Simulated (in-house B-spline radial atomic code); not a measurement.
Inner levels of nitrogen as electrons are removed. A shift is the extra binding of the orbital against the neutral atom ([He] 2s2 2p1/2(2) 2p3/2(1)). The density at the nucleus is averaged over the nuclear charge. Computed with an all-electron radial atomic-structure program (B-spline basis): Dirac-Hartree-Fock, jj configuration that fills j = l - 1/2 first, finite nuclei.

A number in brackets counts the electrons of a j subshell.

```
ion               configuration  shift of 1s1/2 (eV)  radius of 1s1/2 (bohr)  Σ<r²> (bohr²)  change of density at nucleus (bohr⁻³)
  N  [He] 2s2 2p1/2(2) 2p3/2(1)                    0                 0.22807         12.568                                      -
 N+           [He] 2s2 2p1/2(2)               17.226                 0.22788         7.8801                                 1.2745
N2+           [He] 2s2 2p1/2(1)                39.38                 0.22748         4.9631                                  3.019
N3+                    [He] 2s2               66.675                 0.22683         3.0363                                 5.2814
N4+                    [He] 2s1                    ?                       ?              ?                                      ?
N5+                         1s2                    ?                       ?              ?                                      ?
N6+                         1s1               240.44                  0.2141       0.061131                                -98.856
```

Task: Fill in the row of N4+.

Result: shift of 1s1/2 (eV): 94.826; radius of 1s1/2 (bohr): 0.22676; Σ<r²> (bohr²): 1.4288; change of density at nucleus (bohr⁻³): -0.47575.

Task: Fill in the row of N5+.

Result: shift of 1s1/2 (eV): 125.82; radius of 1s1/2 (bohr): 0.22629; Σ<r²> (bohr²): 0.13758; change of density at nucleus (bohr⁻³): -8.0177.
